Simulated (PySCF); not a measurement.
BiCl₃, SMILES [Cl][Bi]([Cl])[Cl]. Heavy atoms are numbered as in [Bi:1]([Cl:2])([Cl:3])[Cl:4].

Coordinates come from a B3LYP-D3(BJ)/def2-SVP optimisation. The isomer is the one that the SMILES or the coordinates give; other isomers of the formula were not compared. The def2 effective core potentials stand for the cores of Bi; spin–orbit coupling is left out.

All values below come from PBE/def2-TZVPD (PySCF).

Mulliken values depend strongly on the basis, most of all with diffuse functions as here. ESP charges are fitted to the potential on shells at 1.4 to 2.0 van der Waals radii. Atomic charges (e), one atom of each kind:

```json
[
 {"atom": "Bi1", "ESP fit": "?", "Mulliken": "1.04"},
 {"atom": "Cl2", "ESP fit": "?", "Mulliken": "-0.35"}
]
```

Task: Fill in the missing entries. (The exact figures need the calculation; the answer reports its results.)

Result: 
- Bi1, ESP fit: 0.68
- Cl2, ESP fit: -0.23
